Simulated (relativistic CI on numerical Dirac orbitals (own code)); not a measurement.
# Slater and spin-orbit integrals, Sm55+

Method of calculation: Dirac-Coulomb-Breit CI, KLI orbitals optimised for each configuration, model QED, unscaled Slater integrals (own radial code, finite nucleus).

Slater integrals F^k, G^k are unscaled and averaged over j, outside the closed core 1s2; ζ comes from projecting the Hamiltonian with its Breit term on Σ l·s of the shell.

- 2s²2p³: F^2(2p,2p) = 1.1603e+06, ζ(2p) = 3.45e+06 cm⁻¹; <r>(2p) = 0.08148, <r^2>(2p) = 0.008066 (bohr units).
- 2s2p⁴: F^2(2p,2p) = 1.1589e+06, G^1(2s,2p) = 1.2391e+06, ζ(2p) = 3.4389e+06 cm⁻¹; <r>(2s) = 0.0932, <r^2>(2s) = 0.01027, <r>(2p) = 0.08157, <r^2>(2p) = 0.008085 (bohr units).
- 2p⁵: ζ(2p) = 3.428e+06 cm⁻¹; <r>(2p) = 0.0817, <r^2>(2p) = 0.008112 (bohr units).

Averages of the first 10 configurations, taken without configuration mixing, which lowers the lowest level and can move excited configurations by several eV; other configurations of the list can lie among them:

```tsv
Configuration	Parity	States	Average energy above the lowest level (eV)
2s²2p³	odd	20	638.5
2s2p⁴	even	30	1347.5
2p⁵	odd	6	2107.1
2p⁴3s	even	30	8385.0
2p⁴3p	odd	90	8586.5
2p⁴3d	even	150	8761.2
2s²2p²3s	even	30	6979.5
2s²2p²3p	odd	90	7189.8
2s²2p²3d	even	150	7364.6
2s2p³3s	odd	80	7656.7
```
